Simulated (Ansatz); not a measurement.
Y₂O₃⁻, relaxed as a doublet with UKS PBE-D4/def2-SVPD in Ansatz, starting from the GFN2-xTB geometry. Force threshold 0.02 eV/Å.

In the def2 sets Y takes a core potential; there is no spin–orbit coupling. The highest occupied level of the charge -1 doublet lies above zero (up to 0.73 eV). The electron is either unbound and held by the finite basis, or the level is raised by self-interaction error. The structure comes from a short search, and lower isomers may exist.

Start:

| atom | x (Å) | y (Å) | z (Å) |
| --- | --- | --- | --- |
| Y1 | -0.676 | 1.444 | -1.333 |
| Y2 | -0.914 | -1.722 | -0.721 |
| O3 | 1.350 | -0.148 | -0.242 |
| O4 | -0.601 | 0.279 | 1.209 |
| O5 | 0.841 | 0.147 | 1.087 |

```csv
step,energy (eV),largest force component (eV/Å),SCF passes
1,-8211.4397,2.624,87
2,-8212.7201,1.374,53
3,-8213.3398,1.800,50
4,-8214.3155,3.688,53
5,-8216.5920,3.468,39
6,-8218.4643,2.689,63
7,-8220.1788,1.869,81
8,-8222.0030,2.379,80
9,-8223.3893,2.062,32
10,-8223.8340,1.261,27
11,-8223.8703,0.468,24
12,-8223.8786,0.129,22
13,-8223.8798,0.018,23
```

Force components are those of the run's own axes.

End:

```xyz
5

Y     0.118    1.359   -0.241
Y    -0.118   -1.359    0.241
O     0.599   -0.303   -1.418
O    -1.550    0.167    0.177
O     0.951    0.135    1.240
```

Bonds lost: O3–O5, O4–O5 (atoms count from 1). The end is the same structure that another start reached, the lowest one found.

No frequencies were taken in this run, so the end may be a saddle point.

Run time 61 s (4 threads of Intel Xeon on a shared host).
